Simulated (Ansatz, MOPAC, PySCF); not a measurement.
ammonia borane (SMILES [BH3-][NH3+]) and C2H4 (SMILES C=C) are pulled apart as rigid monomers along the line of their centres of mass, from the B3LYP-D3(BJ)/def2-TZVP minimum. Starting geometry (charge 0, multiplicity 1):
```xyz
14

B     -0.92883     0.28963     0.29841
N      0.63216    -0.16702     0.57008
H     -1.04450     1.36596     0.83879
H     -1.60657    -0.57364     0.80756
H     -1.04869     0.34362    -0.90279
H      1.28372     0.50425     0.17446
H      0.82646    -1.07244     0.15281
H      0.81250    -0.23274     1.57232
C      0.28597     0.60579     3.88100
C     -0.10842    -0.66170     3.86645
H      1.11664     0.93708     4.49320
H     -0.22172     1.35718     3.28741
H     -0.94851    -0.98014     3.26022
H      0.38435    -1.41838     4.46575
```

Interaction energies with rigid monomers; basis-set methods are counterpoise corrected unless marked otherwise.

Rows in 6-31G* carry no dispersion term and start afresh at each structure (6-31G* with six Cartesian d functions). MP2/6-31G* freezes PySCF's default core. The state reached by PM6, PM7 isn't checked; PM7 holds dispersion and hydrogen-bond terms.

Run with Ansatz (Gaussian basis) for Hartree–Fock, density functionals and correlated methods; MOPAC for PM6, PM7 (differences of heats of formation); PySCF for 6-31G* rows, the dispersion terms. Each number belongs to the level named beside it.

| H8···C10 (Å) | PM6 (kJ/mol) | PM7 (kJ/mol) | PBE0/def2-TZVPPD (kJ/mol) | PBE0-D4/def2-TZVPPD (kJ/mol) | MP2/6-31G* (no counterpoise) (kJ/mol) |
|---|---|---|---|---|---|
| 2.29 | -4.0 | -7.4 | … | -17.7 | -15.8 |
| 2.51 | -7.9 | … | -14.3 | -20.5 | -20.6 |
| 2.85 | -6.7 | -11.2 | -12.7 | -17.2 | -18.0 |
| 3.44 | -3.3 | -7.6 | -7.3 | -9.8 | -9.8 |
| 4.40 | -1.4 | -3.1 | -2.8 | -3.6 | -3.0 |

Fill in the missing entries.


- 2.51, PM7 (kJ/mol): -12.2
- 2.29, PBE0/def2-TZVPPD (kJ/mol): -10.4

Ansatz is an electronic-structure program.
